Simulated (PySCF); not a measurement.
Compound: C8H10Si.
Structure used (GFN2-xTB), in Å, numbered top down from 1:
```xyz
19
C8H10Si angstrom
C     -1.285   -1.617   -1.392
C     -1.588   -0.562   -0.646
C     -0.636    0.440   -0.182
C     -0.941    1.753   -0.180
Si     0.573    2.790    0.220
C      1.546    1.195    0.413
C      0.751    0.123    0.226
C      1.218   -1.230    0.504
C      0.503   -2.181    1.090
H     -2.046   -2.287   -1.756
H     -0.272   -1.845   -1.675
H     -2.626   -0.346   -0.421
H     -1.918    2.099   -0.477
H      1.002    3.629   -0.900
H      0.473    3.551    1.467
H      2.571    1.081    0.728
H      2.265   -1.407    0.283
H     -0.527   -2.033    1.366
H      0.928   -3.143    1.326
```

NICS = −σ at a ghost point: NICS(0) at the centroid of the ring atoms, NICS(1) 1 Å to either side along the normal of their mean plane, zz for the tensor component along that normal. Level: GIAO PBE0/pcSseg-1 (PySCF, non-relativistic, gas phase) on the GFN2-xTB geometry, one conformer.

Ring bond lengths (Å), with Mayer bond orders in brackets: C3–C4 1.348 (1.82), C4–Si5 1.878 (0.90), Si5–C6 1.878 (0.90), C6–C7 1.348 (1.82), C7–C3 1.480 (0.98).

Task: Give the NICS values of each ring in ppm.

Result: 
```csv
ring,type,NICS(0),"NICS(1), two faces","NICS(1)zz, two faces",rms pucker (Å),"centre to ring atoms, mean (Å)"
C3–C4–Si5–C6–C7,"5-membered ring with Si; formal bonds 2 double, 3 single",0.5,-2.3 / -2.3,-0.2 / -0.2,0.02,1.34
```

Task: What do they say, and how far can they be read as aromaticity?

Result: 
- C3–C4–Si5–C6–C7: mean NICS(1)zz -0.2 ppm, near zero. Si5 has four or more neighbours; no verdict on aromaticity is drawn.

Task: Give the inner angles of the rings and the Hirshfeld charges of the ring atoms.

Result: 
- C3–C4–Si5–C6–C7: C3 114.9° (+0.009 e), C4 110.8° (-0.149 e), Si5 88.3° (+0.330 e), C6 110.9° (-0.149 e), C7 114.8° (+0.009 e); sum 539.7° against 540° for a flat convex ring.
